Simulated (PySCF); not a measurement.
Computed IR spectrum (relative IR intensity) of a molecule C2H7FSi2. Geometry optimised at B3LYP-D3(BJ)/def2-SVP. Other conformers were not sampled. Method: B3LYP-D3(BJ)/def2-SVP (PySCF 2.14.0). Frequencies are harmonic and unscaled.

Lines under 2 % of the strongest are left out, and lines within 2 cm⁻¹ are merged.

```csv
ν (cm⁻¹),relative intensity
351,5.9
372,8.5
421,2.3
523,4.7
565,3.0
682,4.2
759,4.5
790,100
813,60
888,44
937,5.6
943,15
952,43
1031,29
1224,18
1693,56
2202,38
2214,84
2224,64
3194,3.8
```

Which molecule gave these data?
A. FC=C([SiH3])[SiH3]
B. C=C([SiH3])[SiH2]F
C. F/C([SiH3])=C\[SiH3]
D. F/C=C\[SiH2][SiH3]

D, F/C=C\[SiH2][SiH3]
